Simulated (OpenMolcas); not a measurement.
Mn3+.

```json
{
 "Program": "OpenMolcas",
 "Basis": "ANO-RCC-VQZP [7s6p4d3f2g1h]",
 "Scalar Hamiltonian": "DKH2, point nucleus",
 "Active space": "10 electrons in 8 orbitals (RAS1 3p, at most 2 holes; RAS2 3d)",
 "State averaging": "2S+1 = 5 even, 5 roots; 2S+1 = 3 even, 45 roots; 2S+1 = 1 even, 44 roots",
 "Spin-orbit coupling": "RASSI with atomic mean-field integrals over the reference wave functions, term energies averaged over their components"
}
```

Two sets of levels on these reference wave functions, in cm⁻¹ above 3d⁴ ⁵D₀: one from RASSCF and one from MS-RASPT2, IPEA 0.25 Eh, imaginary shift 0.1 Eh (closed shells correlated: 3s).

```tsv
Level	Set 1	Set 2
3d⁴ ⁵D₀	0.0	0.0
3d⁴ ⁵D₁	104	104
3d⁴ ⁵D₂	306	306
3d⁴ ⁵D₃	598	597
3d⁴ ⁵D₄	969	969
3d⁴ ³P₀(1)	20940	22190
3d⁴ ³P₁(1)	21560	22810
3d⁴ ³P₂(1)	22640	23900
3d⁴ ³H₄	21260	25640
3d⁴ ³H₅	21480	25870
3d⁴ ³F₂(1)	23180	25950
3d⁴ ³F₃(1)	23260	26070
3d⁴ ³H₆	21720	26110
3d⁴ ³F₄(1)	23380	26220
3d⁴ ³G₃	25890	30440
3d⁴ ³G₄	26150	30700
```

**Question.** Which set is which?

**Answer.** Set 1 is MS-RASPT2. Its levels of the other terms of 3d⁴ lie at 0.83 to 0.95 of the other set's values, as expected, since terms of lower spin or lower L gain more correlation energy than the Hund ground term. Against 15 measured levels (Corliss and Sugar, J. Phys. Chem. Ref. Data 6, 1253 (1977)) the mean absolute deviation is 220 cm-1 with it and 2500 cm-1 without; single levels miss by up to 480 cm-1 with it.

Term energies are means over components that CASPT2 splits; among the terms shown or strongly mixed into the levels shown the widest spread is 840 cm-1 (3d⁴ ³H, MS-RASPT2). Active for correlation alone: 3p; no level in the range computed is led by a configuration that opens it, so any true level of that kind is missing. Without dynamic correlation excited terms often stand tens of per cent too high (terms of higher spin than the ground term too low), and those without a measured partner can miss by more than the paired ones (holds for RASSCF). The CASPT2 spread within a term exceeds the gap to the next term for 3d⁴ ³H and 3d⁴ ³P(1), so the order of their levels is uncertain (holds for MS-RASPT2). Computed and measured levels are paired by configuration, term and J; levels that our copy of the source lacks, or whose pairing is in doubt (as where it misses far off the trend of its configuration), stay unpaired and out of the deviations. Levels of configurations outside the active space are missing. Levels that lie high or do not pair safely by name in every column are left out.

A number in round brackets counts repeated terms of one configuration in the order of the reference energies.
